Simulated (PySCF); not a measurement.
Correlation energy of Pt⁺ (platinum, charge +1)

[Xe] 4f14 5d9, 2D determinant. Computed with PySCF 2.14 in def2-TZVPPD with the def2 core potential (60 electrons) (6s5p3d2f1g, 59 functions), with a scalar-relativistic core potential. Frozen: nothing; 17 electrons correlated.

| level | correlation energy (mhartree) |
| --- | --- |
| CCSD | -460.19 |
| (T) | -14.47 |
| CCSD(T) | -474.66 |

Diagnostics: T1 = 0.013, D1 = 0.0677, largest double amplitude 0.040.

Is a single reference adequate?

Yes, within this model without spin-orbit coupling: T1 lies below 0.03 and no double amplitude reaches 0.07.

The basis has no tight functions for the innermost shells, so their pair energies are far from complete.

This basis was not built for core-valence correlation, so the inner-shell part is incomplete.
